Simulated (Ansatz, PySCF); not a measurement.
This singlet lies 1.15 eV below the relaxed triplet at the level frozen-core CCSD(T)/aug-cc-pVDZ // PBE0-D3(BJ)/def2-TZVPD (Ansatz, an electronic-structure program).

```xyz
8

N     -1.8640    -0.4417     0.1895
Al    -0.5711    -1.2637     1.2130
Si     1.3564     0.2362     0.2317
H     -2.8395    -0.6997     0.2307
H     -1.7349     0.3063    -0.4779
H      2.0977     1.0980     1.2364
H      2.5198    -0.4983    -0.4069
H      1.0356     1.2629    -0.8473
```

Charge -1, multiplicity 1.

Give the Mulliken and meta-Löwdin atomic charges from PBE0-D3(BJ)/def2-TZVPD run with PySCF 2.14.0.


```tsv
atom	Mulliken (e)	meta-Löwdin (e)
N1	-0.30	-0.74
Al2	-0.62	-0.22
Si3	-0.15	-0.05
H4	0.10	0.19
H5	0.16	0.19
H6	-0.06	-0.12
H7	-0.06	-0.12
H8	-0.06	-0.13
```
